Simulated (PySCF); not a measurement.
# Mayer bond orders and bond lengths

Compound: C₇H₁₃P.
Numbering: `[CH:1]#[C:2][P@:3](=[CH2:4])([CH3:5])[CH2:6][CH2:7][CH3:8]` (hydrogens: H9 on C1; H10, H11 on C4; H12, H13, H14 on C5; H15, H16 on C6; H17, H18 on C7; H19, H20, H21 on C8)

Geometry (GFN2-xTB, Å), atoms numbered from 1 in this order:
```xyz
21
C7H13P angstrom
C     -0.6762    1.3673   -2.4637
C     -0.7234    0.6382   -1.5093
P     -0.8119   -0.4888   -0.1532
C     -0.1497   -1.9726   -0.6531
C     -2.5462   -0.0292    0.4231
C      0.1620    0.2530    1.2158
C      1.6500   -0.0493    1.1133
C      2.2655    0.5987   -0.1168
H     -0.6264    2.0111   -3.2935
H     -0.7105   -2.3966   -1.4836
H     -0.0814   -2.6704    0.1800
H     -2.6450    1.0353    0.6264
H     -3.2505   -0.3097   -0.3605
H     -2.7829   -0.5976    1.3232
H     -0.0191    1.3329    1.2107
H     -0.2496   -0.1529    2.1470
H      1.7900   -1.1296    1.0526
H      2.1511    0.3102    2.0167
H      1.8017    0.1879   -1.0113
H      3.3342    0.4031   -0.1590
H      2.1094    1.6759   -0.1054
```

Bond orders from the PBE0/pcSseg-1 density (PySCF). Geometry: GFN2-xTB, one conformer, isolated molecule.

Question: Where do the orders between heavy atoms depart from those drawn in the SMILES?

Answer: The largest departure is 0.419, at C1–C2 (drawn triple, 2.581). Drawn single, order below 0.88: C2–P3 (0.831). Drawn double or triple, more than 0.30 short of the drawn order: C1–C2 (2.581) and P3–C4 (1.611).

Question: Set the Mayer orders of the bonds between heavy atoms beside their lengths.

Answer: 
```json
{"bond": "C1–C2", "drawn as": "triple", "length (Å)": "1.202", "Mayer order": "2.581"}
{"bond": "C2–P3", "drawn as": "single", "length (Å)": "1.765", "Mayer order": "0.831"}
{"bond": "P3–C4", "drawn as": "double", "length (Å)": "1.700", "Mayer order": "1.611"}
{"bond": "P3–C5", "drawn as": "single", "length (Å)": "1.884", "Mayer order": "0.881"}
{"bond": "P3–C6", "drawn as": "single", "length (Å)": "1.837", "Mayer order": "0.953"}
{"bond": "C6–C7", "drawn as": "single", "length (Å)": "1.522", "Mayer order": "1.038"}
{"bond": "C7–C8", "drawn as": "single", "length (Å)": "1.520", "Mayer order": "1.052"}
```

By pair of heavy elements: C–C: lowest C6–C7 (1.038, 1.522 Å), highest C1–C2 (2.581, 1.202 Å). C–P: lowest C2–P3 (0.831, 1.765 Å), highest P3–C4 (1.611, 1.700 Å); in 2 of the 6 pairs the longer bond (by over 0.003 Å) has the higher order (by 0.02 or more).

Question: And the bonds to hydrogen?

Answer: C–H: 0.92 to 1.13 (13 bonds).

Question: Sum the orders of all bonds at each heavy atom with more than one neighbour and set the sums beside the valence in the SMILES.

Answer: C1 3.710 (drawn 4), C2 3.412 (drawn 4), P3 4.276 (drawn 5), C4 3.472 (drawn 4), C5 3.725 (drawn 4), C6 3.853 (drawn 4), C7 3.976 (drawn 4), C8 3.936 (drawn 4). Orders between atoms that aren't bonded are not in these sums.

Mayer orders depend on the basis set.

These values come from a run that also computed NMR shieldings. Hardware: one thread of an Arm Neoverse N1 (shared host). Cost: 87 s wall (grids of density and orbitals included), 1.0 GiB resident at most.
